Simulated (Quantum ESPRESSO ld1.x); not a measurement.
Values are calculated unless marked as measured or tabulated.
Coulomb parameter of the 4f shell of the holmium ion Ho3+ in the model configuration [Xe] 4f9 5d1, as a second difference U = [E(n + 0.5) + E(n - 0.5) - 2 E(n)] / (0.5)^2 with all orbitals relaxed. "Bare": the charge of the atom changes with n. "Screened": the 5d shell takes up the change at fixed total charge, which measures U(4f,4f) + U(5d,5d) - 2 U(4f,5d). Code: ld1.x of Quantum ESPRESSO 7.5. Model: Dirac Kohn-Sham, PBE, spin-unpolarised, spherical densities, point nucleus; open shells are shared between the two j in proportion to 2j + 1.

start: configuration [Xe] 4f9 5d1; E - E(n) (eV) 0.000
bare +0.5: configuration [Xe] 4f9.5 5d1; E - E(n) (eV) -18.716
bare -0.5: configuration [Xe] 4f8.5 5d1; E - E(n) (eV) 23.777
screened +0.5: configuration [Xe] 4f9.5 5d0.5; E - E(n) (eV) -7.070
screened -0.5: configuration [Xe] 4f8.5 5d1.5; E - E(n) (eV) 8.526

U(bare) = 20.246 eV, U(screened by 5d) = 5.826 eV.
